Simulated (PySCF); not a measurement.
**Working out the ionisation energy of Se**

Se [Ar] 3d10 4s2 4p4 (3P) → Se⁺ [Ar] 3d10 4s2 4p3 (4S). Computed with PySCF 2.14 in aug-cc-pVDZ-PP with ECP10MDF, with a scalar-relativistic core potential. Frozen: 3s2 3p6 3d10. Energies in hartree (1 hartree = 27.21139 eV):

```
            part   Se (lower)  Se⁺ (upper)
             UHF  -371.846027  -371.533250
CCSD correlation    -0.092091    -0.072411
             (T)    -0.001516    -0.000817
```

What does Hartree-Fock give?

(-371.533250) − (-371.846027) = 0.312777 hartree = 8.511 eV.

What do CCSD and CCSD(T) give?

The CCSD correlation energies differ by 0.019680 hartree = 0.536 eV and the triples by 0.000699 hartree = 0.019 eV, so CCSD gives 9.047 eV and CCSD(T) 9.066 eV.

Measured between the centres of the two terms (NIST): 9.635 eV, so CCSD(T) (valence) is off by -0.569 eV.

A double-zeta basis recovers only part of the correlation energy.

What remains against the reference includes basis incompleteness, the frozen core and higher excitations.
